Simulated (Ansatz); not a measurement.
CH$_{3}$SZn (`[CH3][Zn][S]`) radical. Charge 0, multiplicity 2. The structure was optimised at the PBE0-D4/def2-TZVP level.

```xyz
6

C     0.725    0.368    0.060
Zn   -0.992   -0.508   -0.082
S    -2.928   -1.493   -0.242
H     1.175    0.176    1.036
H     0.611    1.448   -0.058
H     1.407    0.009   -0.713
```

Problem. What is the dipole moment at r2SCAN/def2-TZVPP? (Estimate.)

Solution. Computed: 1.84 D, with components (1.64, 0.84, 0.14) D in this frame, pointing from negative to positive charge.

Problem. And with PBE, B3LYP, ωB97M-V? (Estimate.)

Solution. Computed: PBE 1.78 D, B3LYP 1.79 D, ωB97M-V 1.78 D.

Problem. Give the Mulliken charges with r2SCAN, PBE, ωB97M-V in def2-TZVPP. (Estimate.)

Solution. Ansatz gave: 
```
atom  r2SCAN    PBE  ωB97M-V
  C1   -0.37  -0.42    -0.52
 Zn2    0.36   0.29     0.37
  S3   -0.24  -0.21    -0.23
  H4    0.08   0.11     0.13
  H5    0.08   0.11     0.13
  H6    0.08   0.11     0.13
```

B3LYP here is the variant with VWN-RPA as its local correlation; programs differ in this.
